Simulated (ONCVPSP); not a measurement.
**Potentials for mercury compared**

Generated with ld1.x 7.5 (TM, RRKJ, ultrasoft, PAW), atompaw 4.2 or ONCVPSP 4.0.1. The cutoff is in Ry: for ld1.x and atompaw files where the sum of valence levels is converged to 10 mRy in a Bessel basis, for ONCV files where the hardest occupied wave has 1 mHa per electron of residual kinetic energy. The error is the largest all-electron minus pseudo excitation energy over each file’s own four to seven test configurations (ionisations up to +4, promotions, holes and added fractions of an electron), all of which were solved. The labels leave out finer settings (local radius, basis sizes, second energies), which also bear on the numbers. Spin-polarised tests are not counted. The rows are a selection from randomly drawn settings: files with unsolved tests, undetermined cutoffs or missed reference levels are left out.

A true bound ghost makes a file unfit for plane-wave use even where its test errors are small: the radial tests pick states by their node count and pass the ghost by.

```tsv
potential	cutoff (Ry)	largest error (meV)	bound ghosts
ONCV, PBEsol, scalar-relativistic, rc 1.75/1.15/2.25 (spd), local smoothed, core correction yes, reference 5s2 5p6 5d10 6s2, qcut 6.4/6.9/5.6, projectors 3/1/2	216	-253	none
ONCV, LDA (Perdew-Zunger), fully relativistic, rc 1.45/0.95/1.60 (spd), local smoothed, core correction yes, reference 5s2 5p6 5d10 6s2, qcut 7.3/9.1/10.9, projectors 2/2/1	215	-8.3	none
ONCV, LDA (Perdew-Wang 92), fully relativistic, rc 1.75/1.35/1.40 (spd), local smoothed, core correction yes, reference 5s2 5p6 5d10 6s1, qcut 6.7/10.4/6.8, projectors 3/2/2	77	-9.6	none
ONCV, Wu-Cohen, scalar-relativistic, rc 0.95/1.20/2.00 (spd), local smoothed, core correction no, reference 5s2 5p6 5d10, qcut 7.1/7/8.1, projectors 2/2/2	245	-17	none
ONCV, PBE, scalar-relativistic, rc 1.50/1.70/2.00 (spd), local smoothed, core correction yes, reference 5s2 5p6 5d10 6s2, qcut 9.9/10.2/7.5, projectors 2/2/1	64	-36	none
ONCV, LDA (Perdew-Wang 92), scalar-relativistic, rc 1.60/1.60/2.20 (spd), local p, core correction yes, reference 5s2 5p6 5d9, qcut 8.3/8.8/8.6, projectors 2/0/2	48	+721	none
ONCV, LDA (Perdew-Wang 92), scalar-relativistic, rc 2.10/2.20/2.25 (spd), local smoothed, core correction yes, reference 5d10 6s2, qcut 2.9/4.3/8.5, projectors 2/3/2	42	-57	s, p
```

(1) Fill in the row for Hg: ONCV, PBEsol, scalar-relativistic, rc 1.60/1.45/1.35 (spd), local smoothed, core correction yes, reference 5s2 5p6 5d10 6s1, qcut 7/10/8.1, projectors 2/2/2.

(2) Fill in the row for Hg: ONCV, PBE, scalar-relativistic, rc 1.55/1.05/2.15/0.60 (spdf), local f, core correction yes, reference 4f14 5s2 5p6 5d10 6s1, qcut 6.4/8.4/6.9/31.7, projectors 2/3/3/0.

## Answers

(1) cutoff 67 Ry, largest error -17 meV, bound ghosts: none.

(2) cutoff 786 Ry, largest error -13 meV, bound ghosts: s, p, d.
